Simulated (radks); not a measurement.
The numbers below are computed, except where a source is named.
Spherical quantum dot in the effective-mass picture: electrons in a hard-walled sphere of radius 2.32, with a point charge +1 (a donor) at the centre, all in effective atomic units (hartree* = m*/eps^2 hartree, bohr* = eps/m* bohr), one dielectric constant everywhere. Level of theory: non-relativistic Kohn-Sham, LDA (Slater exchange, Perdew-Wang correlation), spin-polarised, spherical densities (a radial shooting solver with Libxc functionals). Levels are named by radial order and angular momentum (1s, 1p, 1d, 2s, ...), and open shells are averaged over m. Results are scaled to m* = 0.035 and eps = 15.2, for which hartree* = 4.122 meV and bohr* = 22.98 nm.

N = 6, configuration 1s2 1p(up 3, down 1). This is the lowest configuration that the search found. Occupied and some empty levels:

| level | occupation | eigenvalue (meV) | <r> (nm) |
|---|---|---|---|
| 1s up | 1 | 14.059 | 26.43 |
| 1s down | 1 | 14.445 | 26.27 |
| 1p up | 3 | 18.035 | 32.43 |
| 1p down | 1 | 18.462 | 32.44 |
| 1d up | 0 | 22.745 | 35.21 |
| 1d down | 0 | 23.168 | 35.25 |
| 2s up | 0 | 23.966 | 25.54 |
| 2s down | 0 | 24.250 | 25.62 |
| 1f up | 0 | 28.483 | 37.08 |
| 1f down | 0 | 28.894 | 37.12 |

Energy (meV): total 54.7804, kinetic 38.949, external -21.974, Hartree 50.113, exchange-correlation -12.307.

Electron density:

| r (nm) | n(r) (e/nm^3) |
|---|---|
| 1.27 | 0.00004627 |
| 3.94 | 0.00003803 |
| 6.61 | 0.00003263 |
| 9.27 | 0.00002928 |
| 11.9 | 0.00002732 |
| 14.6 | 0.00002624 |
| 17.3 | 0.00002565 |
| 19.9 | 0.00002518 |
| 22.6 | 0.00002457 |
| 25.3 | 0.00002359 |
| 27.9 | 0.00002210 |
| 30.6 | 0.00002001 |
| 33.3 | 0.00001736 |
| 35.9 | 0.00001427 |
| 38.6 | 0.00001094 |
| 41.3 | 7.663e-06 |
| 43.9 | 4.730e-06 |
| 46.6 | 2.400e-06 |
| 49.3 | 8.391e-07 |
| 51.9 | 9.213e-08 |
